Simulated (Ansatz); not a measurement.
| atom | x (Å) | y (Å) | z (Å) |
| --- | --- | --- | --- |
| Si | 0.0000 | 0.0000 | -0.5982 |
| O | 0.0000 | 0.0000 | 1.0469 |

Basis set: 6-31G* (spherical functions). Left uncorrelated: 6 orbitals. Charge 0, multiplicity 1.

Computed with Ansatz (development build ahead of 0.2.0); each method stands on the lowest determinant of its kind that the runs found. Restricted open shells among the atoms or ions are ROHF, correlated in semicanonical orbitals with singles.

The atomization energy at this shape (free ground-state atoms in the same class of orbitals less the molecule, no zero-point energy) of singlet SiO:

```json
{"method": "RHF", "atomization energy": "90.90 kcal/mol"}
```

Question: What does RHF-MP2 give?

Answer: 179.03 kcal/mol. Caution: the shape is not the minimum.
